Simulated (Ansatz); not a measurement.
The same ligand exchange along the group B, Al, Ga, In.

Gas-phase electronic energies from Ansatz, PBE0-D4/def2-TZVP geometries. CCSD(T)/CBS adds triple-zeta CCSD(T) − MP2 to the extrapolated MP2 energy (def2 sets, frozen cores). Small cases extrapolate CCSD(T) itself. DFT in def2-TZVPP. Elements past krypton have def2 core potentials. For Ga, In outer-core shells are correlated without core-valence functions, which leaves a few kJ/mol of doubt a bond. Scalar relativity is left out up to krypton. One conformer a species, not always the lowest.

```
                                    reaction  ωB97M-V (kJ/mol)  PBE0-D4 (kJ/mol)
                   `FBS` + H₂S → `SBS` + H–F                58                46
`[F][AlH][SH]` + H₂S → `[SH][AlH][SH]` + H–F                72                60
`[F][GaH][SH]` + H₂S → `[SH][GaH][SH]` + H–F                 2                -9
`[F][InH][SH]` + H₂S → `[SH][InH][SH]` + H–F               -22               -32
```

(1) Give the CCSD(T)/CBS values in the same order. (An estimate is asked.)

Largest T1 diagnostic: 0.016, for `[F][InH][SH]`.

Extrapolated directly: `[F][AlH][SH]` + H₂S → `[SH][AlH][SH]` + H–F.

Answers

(1) Ansatz gave: 48, 69, -8, -29 kJ/mol.
